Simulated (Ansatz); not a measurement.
Si(NMe2)Cl3 (C₂H₆Cl₃NSi). The state is a singlet with charge 0. Geometry r2SCAN-D4/def2-SVP; atoms count from 1.

```xyz
13

C     0.952   -0.839   -0.826
C     0.732    1.263    0.379
Cl   -2.353   -1.621   -1.017
Cl   -2.674    1.314    0.572
Cl   -1.546   -1.345    2.183
N     0.058    0.089   -0.152
Si   -1.501   -0.361    0.365
H     1.464   -0.330   -1.663
H     0.393   -1.689   -1.242
H     1.729   -1.234   -0.142
H     0.012    1.951    0.843
H     1.494    0.994    1.136
H     1.241    1.809   -0.436
```

Another isomer (singlet) lies 0.37 eV lower at PBE0-D4/def2-TZVP; other spin states weren't run for this one.

Estimate the Mulliken populations from the PBE0/def2-TZVP orbitals of Ansatz.


```tsv
atom	charge (e)
C1	-0.32
C2	-0.32
Cl3	-0.20
Cl4	-0.20
Cl5	-0.22
N6	-0.16
Si7	0.61
H8	0.13
H9	0.14
H10	0.13
H11	0.14
H12	0.13
H13	0.13
```
Mulliken values and Mayer orders depend strongly on the basis.

And the Mayer bond orders between bonded heavy atoms (over 0.3)?

C1–N6 0.96 (1.45 Å); C2–N6 0.96 (1.45 Å); Cl3–Si7 1.18 (2.06 Å); Cl4–Si7 1.18 (2.06 Å); Cl5–Si7 1.16 (2.07 Å); N6–Si7 1.28 (1.70 Å).
